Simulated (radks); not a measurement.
The numbers below are computed, except where a source is named.
Valence configurations of the europium ion Eu+ (all share [Xe]). Code: a radial shooting solver on a logarithmic mesh with Libxc functionals. Model: Dirac Kohn-Sham, BLYP, spin-unpolarised, spherical densities, point nucleus; open shells fill j = l - 1/2 first. Order these by energy: 4f7 5d1; 4f6 5d0.5 6s0.5 6p1; 4f6 6s2; 4f7 5d0.5 6s0.5; 4f7 6p1; 4f6.5 6s1.5; 4f6 5d1 6s1; 4f7 6s1; 4f8.

Answer. From the lowest, in eV above it: 4f7 6s1 0.000; 4f6.5 6s1.5 0.585; 4f7 5d0.5 6s0.5 0.736; 4f7 5d1 1.574; 4f8 2.572; 4f6 6s2 2.804; 4f7 6p1 3.036; 4f6 5d1 6s1 3.123; 4f6 5d0.5 6s0.5 6p1 6.251. NIST lists [Xe] 4f7 6s1 as the ground configuration; this level of theory agrees among the configurations tried. The energies are those of spherical spin-averaged densities, not of single terms.
